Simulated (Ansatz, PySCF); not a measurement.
Species: GeH, net charge 0, doublet state. 
Structure (B3LYP-D3(BJ)/def2-TZVP (Ansatz, an electronic-structure program) minimum search):
```xyz
2

Ge     0.0000     0.0000    -0.0487
H      0.0000     0.0000     1.5577
```
Charge 0, spin multiplicity 2.

Total electronic energies in hartree. Cores are frozen in the correlated levels unless marked. UHF or UKS for open shells. No spin-orbit coupling. The frozen core is the preceding noble-gas configuration, with the filled d and f shells of earlier blocks. No relativistic terms. CBS(X,Y): correlation extrapolated as X^-3; Hartree-Fock from the larger set (for Q and 5 zeta extrapolated as (X+1)exp(-9√X)). The bracket is a focal-point correction in the basis named.

```csv
level,program,energy (Eh)
HF/aug-cc-pVDZ,Ansatz,-2075.86388
HF/def2-TZVPPD,Ansatz,-2075.89449
HF/cc-pV5Z,Ansatz,-2075.93721
RI-HF/cc-pVQZ,Ansatz,-2075.93680
BLYP-D4/def2-TZVPD,Ansatz + dftd4,-2077.59108
BLYP/def2-TZVPD,Ansatz,-2077.59011
revPBE/def2-TZVPD,Ansatz,___
BP86-D3(BJ)/def2-TZVPD,PySCF + dftd3,-2077.79557
PBE0/STO-3G,Ansatz,___
PBE0-D3(BJ)/def2-TZVPD,Ansatz + dftd3,-2077.26237
PBE0/def2-QZVPP,Ansatz,-2077.30733
"MP2/CBS(def2-TZVPPD,def2-QZVPPD)",Ansatz,-2076.0209
RI-MP2/def2-TZVPPD,Ansatz,-2075.97019
RI-MP2/def2-QZVPP,Ansatz,-2076.01702
SCS-MP2/STO-3G,Ansatz,-2052.24426
SCS-MP2/cc-pVDZ,Ansatz,-2075.92921
SCS-MP2/def2-TZVPPD,Ansatz,-2075.97762
CCSD/6-31G*,Ansatz,-2075.67971
CCSD/cc-pVTZ,Ansatz,-2076.03027
CCSD(T)/def2-QZVPP,Ansatz,-2076.03930
"RI-MP2/CBS(aug-cc-pVTZ,aug-cc-pVQZ)+[CCSD(T)-MP2]/aug-cc-pVDZ",Ansatz,-2076.0458
"RI-MP2/CBS(def2-TZVPPD,def2-QZVPPD)+[CCSD(T)-MP2]/def2-QZVPPD",Ansatz,-2076.0432
"CCSD(T)/CBS(cc-pVQZ,cc-pV5Z)",Ansatz,-2076.0431
```

Question: Fill in the missing entries.

Answer: 
- revPBE/def2-TZVPD, energy (Eh): -2077.37067
- PBE0/STO-3G, energy (Eh): -2053.27583
